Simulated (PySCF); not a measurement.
BrH₂O₂Sb, SMILES [OH][Sb]([OH])[Br]. Geometry: PBE-D3(BJ)/def2-SVP. The structure was generated by enumeration; whether it is a known compound was not checked. The def2 effective core potentials stand for the cores of Sb; spin–orbit coupling is left out. One conformer was computed; it need not be the lowest.

Computed with PBE-D3(BJ)/def2-SVP (PySCF).

Harmonic wavenumbers (cm⁻¹): 86, 134, 166, 231, 262, 327, 585, 595, 831, 845, 3662, 3664. Rotational constants (GHz): 4.172, 1.195, 1.119; symmetry number 1.

Q: Work out the zero-point energy and the ideal-gas rigid-rotor harmonic-oscillator thermochemistry at 298.15 K and 1 atm.

A: ZPE = ½ Σ hcν = ½ × 11388 cm⁻¹ = 68.12 kJ/mol. H − E(el) = 88.24 kJ/mol. Entropy in J/(mol K): translation 176.87, rotation 119.02, vibration 63.60, total 359.49. G − E(el) = -18.94 kJ/mol. Cp = 92.69 J/(mol K). Modes under 150 cm⁻¹ make the vibrational entropy uncertain.
